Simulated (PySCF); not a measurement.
CH3I, optimised at GFN2-xTB:

```xyz
5

C     -0.0145     0.0026    -0.0019
I     -0.0178     0.8511    -1.9700
H     -0.0208    -1.0756    -0.0985
H      0.8801     0.3360     0.5085
H     -0.9011     0.3458     0.5159
```

Method: PySCF energies (xtb for GFN2) plus ideal-gas RRHO corrections (1 bar). All species are closed-shell singlets. I: scalar-relativistic def2 core potential, no spin-orbit coupling.

Problem. List the harmonic frequencies (cm⁻¹, unscaled) at this level and at the other levels, each on its own geometry.

Solution. 
- GFN2-xTB: 575, 936, 936, 1308, 1445, 1445, 3060, 3077, 3077
- PBE/def2-SVP: 522, 852, 852, 1213, 1390, 1390, 3017, 3150, 3150
- PBE0/def2-TZVP: 557, 897, 897, 1280, 1462, 1462, 3102, 3217, 3217
